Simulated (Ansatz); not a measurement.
Species: CBr₂Cl₂, net charge 0, singlet state. SMILES: ClC(Cl)(Br)Br
Geometry: optimised at B3LYP-D3(BJ)/def2-TZVP (Ansatz, a program for electronic structure).

Property: vertical triplet-singlet gap (E(triplet) - E(singlet); each state is the SCF solution reached for its spin), in kJ/mol. Valence correlation only, unless marked. UHF or UKS for open shells. No spin-orbit coupling. The frozen core is the preceding noble-gas configuration, with the filled d and f shells of earlier blocks. Non-relativistic. CBS marks a two-point X^-3 extrapolation of the correlation energy; Hartree-Fock from the larger set.

```tsv
level	program	vertical triplet-singlet gap (kJ/mol)
HF/def2-TZVPPD	Ansatz	409.1
```

Predict the CCSD(T)/CBS(def2-TZVPPD,def2-QZVPPD) result (Ansatz).

443.7 kJ/mol, so HF/def2-TZVPPD differs from it by -34.6 kJ/mol.
